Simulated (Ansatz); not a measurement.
F$_{2}$ISn (`[F][Sn]([F])[I]`) radical, relaxed with UKS PBE0-D4/def2-TZVP in Ansatz 0.2.0 from a PBE-D4/def2-SVP geometry. The force threshold is 0.005 eV/Å; the program also tests the step.

The species carries charge 0 and has multiplicity 2. Sn, I: def2 effective core potential.

Start:

```xyz
4

F     0.612    1.320   -1.246
Sn   -0.537    0.335    0.013
F    -0.985   -1.269   -1.035
I     0.910   -0.386    2.268
```

How much energy does the relaxation release, and in how many steps? (An estimate is asked.)

The calculation gave: 0.07 eV, in 3 steps.

Which bonds change most? (An estimate is asked.)

Ansatz gave: Sn2–I4 from 2.774 to 2.703 Å; F1–Sn2 from 1.968 to 1.916 Å; Sn2–F3 from 1.968 to 1.916 Å.

Give the relaxed structure. (An estimate is asked.)

Ansatz gave: 
```xyz
4

F     0.600    1.278   -1.207
Sn   -0.536    0.332    0.014
F    -0.953   -1.235   -1.007
I     0.889   -0.375    2.200
```
